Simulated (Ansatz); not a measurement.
H2BFSi, SMILES `B[Si]F` (singlet; the order of the spin states depends on the level) (charge 0, multiplicity 1). This singlet lies 0.33 eV below the relaxed triplet at the level frozen-core CCSD(T)/cc-pVTZ // PBE0-D3(BJ)/def2-TZVP (Ansatz, a quantum-chemistry and plane-wave program); other levels give the other order.

Cartesian coordinates (Å):
```xyz
5

B     -0.6779     0.0113     0.0313
Si     1.2000    -0.1432     0.8201
F      2.0515     0.0304    -0.5530
H     -1.2636     1.0587    -0.0073
H     -1.3100    -0.9572    -0.2910
```
Charge 0, spin multiplicity 1.

Frozen-core energies in cc-pVDZ from Ansatz at a geometry from PBE0-D3(BJ)/def2-TZVP; the HF reference has <S^2> = 0.00 (restricted, and unstable towards unrestricted orbitals) and the T1 diagnostic is 0.016.

| level | energy (Ha) | difference from CCSDT(Q) (mHa) |
|---|---|---|
| HF | -414.18306 | 388.04 |
| MP2 | -414.52495 | 46.14 |
| CCSD | -414.56102 | 10.07 |
| CCSD(T) | -414.56924 | 1.85 |
| CCSDT | -414.57029 | 0.80 |
| CCSDT(Q) | -414.57109 | 0.00 |
